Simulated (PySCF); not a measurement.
# Co¹³⁺: ionisation energy

Co¹³⁺ [Ne] 3s2 3p2 (3P) → Co¹⁴⁺ [Ne] 3s2 3p1 (2P), as a difference of total energies. Calculation: PySCF 2.14, in an even-tempered Gaussian basis (19 s from 0.81 bohr⁻², ratio 2.5; 12 p from 1.1 bohr⁻², ratio 2.5; 5 d from 5.6 bohr⁻², ratio 2.7; 4 f from 8.5 bohr⁻², ratio 2.7); the spin-free X2C one-electron Hamiltonian (Gaussian nucleus). Correlated levels: outer shells: 1s2 frozen; virtual orbitals above 40 to 60 times the deepest correlated orbital energy dropped. The calculations carry no spin-orbit coupling.

```json
{"method": "UHF", "ionisation energy (eV)": "407.87"}
{"method": "MP2 (outer shells)", "ionisation energy (eV)": "408.46"}
{"method": "SCS-MP2 (outer shells)", "ionisation energy (eV)": "408.30"}
{"method": "CCSD (outer shells)", "ionisation energy (eV)": "408.40"}
{"method": "CCSD(T) (outer shells)", "ionisation energy (eV)": "408.40"}
```

Task: How much does correlation contribute at CCSD(T) (outer shells)?

Result: 408.40 − (407.87) = 0.53 eV, measured against UHF.

A first-order spin-orbit estimate (lowest level to lowest level, LS coupling) adds -0.072 eV.

For comparison: 410 ± 1 eV (semi-empirical (NIST evaluation); NIST Atomic Spectra Database, ionization energies).
